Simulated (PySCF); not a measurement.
BCl2, SMILES [B](Cl)Cl (connectivity only; charge and spin as stated), charge +1, multiplicity 1.

The structure is a stationary point at B3LYP-D3(BJ)/def2-TZVP. The spin state was assumed, not searched. The isomer is the one that the SMILES or the coordinates give; other isomers of the formula were not compared.

Calculation: TDDFT-LC-ωPBE/def2-TZVPD in PySCF 2.14.0.

Vertical excitations; the highest root listed may be one member of a degenerate set. The molecule is in vacuum. State labels are in the subgroup D2h.

Computed excitation energies, oscillator strengths and character:
```json
[
 {"state": "S1", "symmetry": "Au", "energy (eV)": "6.89", "λ (nm)": "180", "f": "0.000", "main pairs": "HOMO−1→LUMO 50 %, HOMO→LUMO+1 50 %"},
 {"state": "S2", "symmetry": "Au", "energy (eV)": "7.06", "λ (nm)": "176", "f": "0.000", "main pairs": "HOMO→LUMO+1, HOMO−1→LUMO (degenerate set)"},
 {"state": "S3", "symmetry": "B1u", "energy (eV)": "7.06", "λ (nm)": "176", "f": "0.000", "main pairs": "HOMO−1→LUMO+1, HOMO→LUMO (degenerate set)"},
 {"state": "S4", "symmetry": "B1g", "energy (eV)": "8.31", "λ (nm)": "149", "f": "0.000", "main pairs": "HOMO−2→LUMO 49 %, HOMO−3→LUMO+1 49 %"},
 {"state": "S5", "symmetry": "Ag", "energy (eV)": "8.54", "λ (nm)": "145", "f": "0.000", "main pairs": "HOMO−2→LUMO+1, HOMO−3→LUMO (degenerate set)"},
 {"state": "S6", "symmetry": "B1g", "energy (eV)": "8.54", "λ (nm)": "145", "f": "0.000", "main pairs": "HOMO−3→LUMO+1, HOMO−2→LUMO (degenerate set)"},
 {"state": "S7", "symmetry": "B1u", "energy (eV)": "9.06", "λ (nm)": "137", "f": "0.810", "main pairs": "HOMO→LUMO 46 %, HOMO−1→LUMO+1 46 %"},
 {"state": "S8", "symmetry": "B2g", "energy (eV)": "9.58", "λ (nm)": "129", "f": "0.000", "main pairs": "HOMO−1→LUMO+2 (degenerate set)"},
 {"state": "S9", "symmetry": "B3g", "energy (eV)": "9.58", "λ (nm)": "129", "f": "0.000", "main pairs": "HOMO→LUMO+2 (degenerate set)"},
 {"state": "S10", "symmetry": "B2g", "energy (eV)": "10.47", "λ (nm)": "118", "f": "0.000", "main pairs": "HOMO−4→LUMO+1 97 %"},
 {"state": "T1", "symmetry": "B1u", "energy (eV)": "6.30", "λ (nm)": "197", "f": "0", "main pairs": "HOMO−1→LUMO+1 49 %, HOMO→LUMO 49 %"},
 {"state": "T2", "symmetry": "Au", "energy (eV)": "6.55", "λ (nm)": "189", "f": "0", "main pairs": "HOMO→LUMO+1, HOMO−1→LUMO (degenerate set)"},
 {"state": "T3", "symmetry": "B1u", "energy (eV)": "6.55", "λ (nm)": "189", "f": "0", "main pairs": "HOMO→LUMO, HOMO−1→LUMO+1 (degenerate set)"},
 {"state": "T4", "symmetry": "Au", "energy (eV)": "6.91", "λ (nm)": "179", "f": "0", "main pairs": "HOMO−1→LUMO 49 %, HOMO→LUMO+1 49 %"}
]
```
Triplets are in the Tamm–Dancoff approximation, which puts them higher than full response would, so one can lie above its singlet here.
